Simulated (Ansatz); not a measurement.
Consider the hydrogenolysis of a C–O bond: `COC(Cl)I` + H₂ → `ClCI` + CH₃OH.

Gas-phase electronic energies from Ansatz, PBE0-D4/def2-TZVP geometries. CCSD(T)/CBS is the MP2 limit (def2-TZVPP, def2-QZVPP) plus CCSD(T) − MP2 in def2-TZVPP, frozen cores. This one scheme is used for every species. Functionals use def2-TZVPP. B3LYP here is the variant with VWN-RPA as its local correlation; programs differ in this. def2 core potentials past Kr. For I outer-core shells are correlated without core-valence functions, which leaves a few kJ/mol of doubt a bond. One conformer a species, not always the lowest.

(1) Is it downhill or uphill in electronic energy at CCSD(T)/CBS, and by how much? (Best estimate.)

(2) What do these levels give: BLYP-D4, B3LYP-D4, ωB97X-V, r2SCAN, BHLYP, CAM-B3LYP, HF/def2-TZVPP, MP2/def2-TZVPP, SCS-MP2/def2-TZVPP, SCS-MP2/def2-QZVPP, MP2/CBS(def2), CCSD/CBS(def2)? (An estimate is asked.)

Largest T1 diagnostic among the species: 0.010.

Results:

(1) The calculation gave: Downhill: ΔE = -18.6 kcal/mol.

(2) The calculation gave: BLYP-D4 -14.9, B3LYP-D4 -17.2, ωB97X-V -17.8, r2SCAN -16.5, BHLYP -21.9, CAM-B3LYP -19.7, HF/def2-TZVPP -25.1, MP2/def2-TZVPP -17.3, SCS-MP2/def2-TZVPP -18.6, SCS-MP2/def2-QZVPP -18.9, MP2/CBS(def2) -17.6, CCSD/CBS(def2) -20.5 kcal/mol.

In def2-TZVPP, CCSD(T) changes the Hartree–Fock value by +6.8 kcal/mol (the triples alone add +2.0 kcal/mol) and MP2 by +7.7 kcal/mol. Leaving LDA and LC-ωPBE aside and taking each functional with its dispersion term where it has one, the values, not all of them listed here, spread over 4.9 kcal/mol, from BHLYP-D4 to revPBE-D4. LDA lies +4.3 kcal/mol from PBE without D4.
